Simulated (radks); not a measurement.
Task: Ta16+, configuration [Kr] 4d10 4f11. Calculated with a radial shooting solver on a logarithmic mesh with Libxc functionals: scalar-relativistic Kohn-Sham, PBE, spin-unpolarised, spherical densities, finite nucleus; Fermi nuclear charge, rms radius 5.3507 fm. Some entries of the table are withheld. Estimate them.

orbital,occ.,eigenvalue (hartree),<1/r> (bohr^-1),<r> (bohr)
1s,2,-2488.338,(1),0.01867
2s,2,-438.4851,19.96,0.07896
2p,6,-385.9955,18.15,0.07056
3s,2,-110.5390,7.391,0.2047
3p,6,-94.91563,6.841,0.2047
3d,10,-76.67327,6.467,0.1855
4s,2,-32.64977,3.164,0.4547
4p,6,-27.46344,2.892,0.4808
4d,10,-20.80948,(2),(3)
4f,11,-13.33872,2.229,0.5422

Result: 
(1) 1s <1/r> (bohr^-1): 85.40
(2) 4d <1/r> (bohr^-1): 2.600
(3) 4d <r> (bohr): 0.5076
